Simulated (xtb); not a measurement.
Job for xtb: GFN2-xTB on H4OS (a complex).

```
$ xtb mol.xyz --gfn 2 --sp --chrg 0 --uhf 0
6

O      0.06629290     0.37067383    -0.00444938
H      0.92963070     0.60299616    -0.36283647
H     -0.20267787    -0.42895236    -0.46928015
S      0.01292978     0.05389253     3.47088444
H     -0.01119700     0.22813572     2.13372366
H     -0.89804455     1.01664524     3.68249979
```

Output:

```
[...]
           -------------------------------------------------
          |                Calculation Setup                |
           -------------------------------------------------



molecular fragmentation (1/2 indicates fragments):
111222
# atoms in fragment 1/2:     3     3
 fragment masses (1/2) :       18.02       34.08
CMA distance (Bohr)    :   6.612
constraining FC (au)   :  0.0500

           -------------------------------------------------
          |                 G F N 2 - x T B                 |
           -------------------------------------------------

        Reference                      10.1021/acs.jctc.8b01176
      * Hamiltonian:
        H0-scaling (s, p, d)           1.850000    2.230000    2.230000
        zeta-weighting                 0.500000
      * Dispersion:
        s8                             2.700000
        a1                             0.520000
        a2                             5.000000
        s9                             5.000000
      * Repulsion:
        kExp                           1.500000    1.000000
        rExp                           1.000000
      * Coulomb:
        alpha                          2.000000
        third order                    shell-resolved
        anisotropic                    true
        a3                             3.000000
        a5                             4.000000
        cn-shift                       1.200000
        cn-exp                         4.000000
        max-rad                        5.000000


          ...................................................
          :                      SETUP                      :
          :.................................................:
          :  # basis functions                  18          :
          :  # atomic orbitals                  17          :
          :  # shells                            9          :
          :  # electrons                        16          :
          :  max. iterations                   250          :
          :  Hamiltonian                  GFN2-xTB          :
          :  restarted?                      false          :
          :  GBSA solvation                  false          :
          :  PC potential                    false          :
          :  electronic temp.          300.0000000     K    :
          :  accuracy                    1.0000000          :
          :  -> integral cutoff          0.2500000E+02      :
          :  -> integral neglect         0.1000000E-07      :
          :  -> SCF convergence          0.1000000E-05 Eh   :
          :  -> wf. convergence          0.1000000E-03 e    :
          :  Broyden damping             0.4000000          :
          :  net charge                          0          :
          :  unpaired electrons                  0          :
          ...................................................

 iter      E             dE          RMSdq      gap      omega  full diag
   1     -9.3810104 -0.938101E+01  0.405E+00    5.86       0.0  T
   2     -9.3823207 -0.131033E-02  0.230E+00    5.53       1.0  T
   3     -9.3827177 -0.396932E-03  0.309E-01    5.14       1.0  T
   4     -9.3827568 -0.391471E-04  0.103E-01    5.18       1.0  T
   5     -9.3827613 -0.451813E-05  0.457E-02    5.18       1.0  T
   6     -9.3827616 -0.259052E-06  0.116E-02    5.18       3.5  T
   7     -9.3827616 -0.261432E-07  0.153E-03    5.18      26.7  T
   8     -9.3827616 -0.154907E-08  0.356E-04    5.18     114.8  T
   9     -9.3827616  0.128697E-10  0.225E-04    5.18     181.2  T

   *** convergence criteria satisfied after 9 iterations ***

         #    Occupation            Energy/Eh            Energy/eV
      -------------------------------------------------------------
         1        2.0000           -0.7031415             -19.1335
         2        2.0000           -0.6999947             -19.0478
         3        2.0000           -0.5857005             -15.9377
         4        2.0000           -0.5372724             -14.6199
         5        2.0000           -0.4907880             -13.3550
         6        2.0000           -0.4765651             -12.9680
         7        2.0000           -0.4582097             -12.4685
         8        2.0000           -0.3738328             -10.1725 (HOMO)
         9                         -0.1834321              -4.9914 (LUMO)
        10                         -0.1008958              -2.7455
        11                         -0.0167388              -0.4555
        12                         -0.0030071              -0.0818
        13                          0.0013553               0.0369
       ...                                ...                  ...
        17                          0.6011174              16.3572
      -------------------------------------------------------------
                  HL-Gap            0.1904006 Eh            5.1811 eV
             Fermi-level           -0.2786325 Eh           -7.5820 eV

 SCC (total)                   0 d,  0 h,  0 min,  0.004 sec
 SCC setup                      ...        0 min,  0.000 sec (  4.487%)
 Dispersion                     ...        0 min,  0.000 sec (  1.924%)
 classical contributions        ...        0 min,  0.000 sec (  0.706%)
 integral evaluation            ...        0 min,  0.001 sec ( 14.328%)
 iterations                     ...        0 min,  0.002 sec ( 53.879%)
 molecular gradient             ...        0 min,  0.001 sec ( 17.537%)
 printout                       ...        0 min,  0.000 sec (  6.709%)

         :::::::::::::::::::::::::::::::::::::::::::::::::::::
         ::                     SUMMARY                     ::
         :::::::::::::::::::::::::::::::::::::::::::::::::::::
         :: total energy              -9.332593911917 Eh    ::
         :: gradient norm              0.015338239198 Eh/a0 ::
         :: HOMO-LUMO gap              5.181064948156 eV    ::
         ::.................................................::
         :: SCC energy                -9.382761531922 Eh    ::
         :: -> isotropic ES            0.036302440935 Eh    ::
         :: -> anisotropic ES         -0.001321958391 Eh    ::
         :: -> anisotropic XC          0.001233971063 Eh    ::
         :: -> dispersion             -0.001198163889 Eh    ::
         :: repulsion energy           0.050167620005 Eh    ::
         :: add. restraining           0.000000000000 Eh    ::
         :: total charge               0.000000000000 e     ::
         :::::::::::::::::::::::::::::::::::::::::::::::::::::

           -------------------------------------------------
          |                Property Printout                |
           -------------------------------------------------

    * Orbital Energies and Occupations

         #    Occupation            Energy/Eh            Energy/eV
      -------------------------------------------------------------
         1        2.0000           -0.7031415             -19.1335
         2        2.0000           -0.6999947             -19.0478
         3        2.0000           -0.5857005             -15.9377
         4        2.0000           -0.5372724             -14.6199
         5        2.0000           -0.4907880             -13.3550
         6        2.0000           -0.4765651             -12.9680
         7        2.0000           -0.4582097             -12.4685
         8        2.0000           -0.3738328             -10.1725 (HOMO)
         9                         -0.1834321              -4.9914 (LUMO)
        10                         -0.1008958              -2.7455
        11                         -0.0167388              -0.4555
        12                         -0.0030071              -0.0818
        13                          0.0013553               0.0369
Note: The following floating-point exceptions are signalling: IEEE_UNDERFLOW_FLAG IEEE_DENORMAL
normal termination of xtb
        14                          0.0629825               1.7138
        15                          0.2214125               6.0249
        16                          0.2913744               7.9287
        17                          0.6011174              16.3572
      -------------------------------------------------------------
                  HL-Gap            0.1904006 Eh            5.1811 eV
             Fermi-level           -0.2786325 Eh           -7.5820 eV

     #   Z          covCN         q      C6AA      α(0)
     1   8 O        1.610    -0.566    24.386     6.665
     2   1 H        0.805     0.289     0.754     1.363
     3   1 H        0.805     0.289     0.753     1.363
     4  16 S        1.844    -0.378   157.663    21.134
     5   1 H        0.922     0.199     1.103     1.642
     6   1 H        0.922     0.166     1.291     1.777

 Mol. C6AA /au·bohr⁶  :        454.479562
 Mol. C8AA /au·bohr⁸  :      15183.537154
 Mol. α(0) /au        :         33.945364


Wiberg/Mayer (AO) data.
largest (>0.10) Wiberg bond orders for each atom

 ---------------------------------------------------------------------------
     #   Z sym  total        # sym  WBO       # sym  WBO       # sym  WBO
 ---------------------------------------------------------------------------
     1   8 O    1.858 --     3 H    0.915     2 H    0.915
     2   1 H    0.916 --     1 O    0.915
     3   1 H    0.916 --     1 O    0.915
     4  16 S    1.924 --     6 H    0.970     5 H    0.941
     5   1 H    0.960 --     4 S    0.941
     6   1 H    0.973 --     4 S    0.970
 ---------------------------------------------------------------------------

Topologies differ in total number of bonds
Writing topology from bond orders to xtbtopo.mol

molecular dipole:
                 x           y           z       tot (Debye)
 q only:        0.032       0.064      -0.973
   full:        0.062       0.063      -1.283       3.270
molecular quadrupole (traceless):
                xx          xy          yy          xz          yz          zz
 q only:        3.253       0.116       2.547      -3.424       3.439      -5.800
  q+dip:        4.127       0.127       3.126      -4.661       4.629      -7.253
   full:        4.014      -0.227       3.027      -4.877       4.787      -7.041


           -------------------------------------------------
          | TOTAL ENERGY               -9.332593911917 Eh   |
          | GRADIENT NORM               0.015338239198 Eh/α |
          | HOMO-LUMO GAP               5.181064948156 eV   |
           -------------------------------------------------

------------------------------------------------------------------------
------------------------------------------------------------------------
 total:
 SCF:
```

The run finished.

Cost: around 0.06 core-seconds (rough).
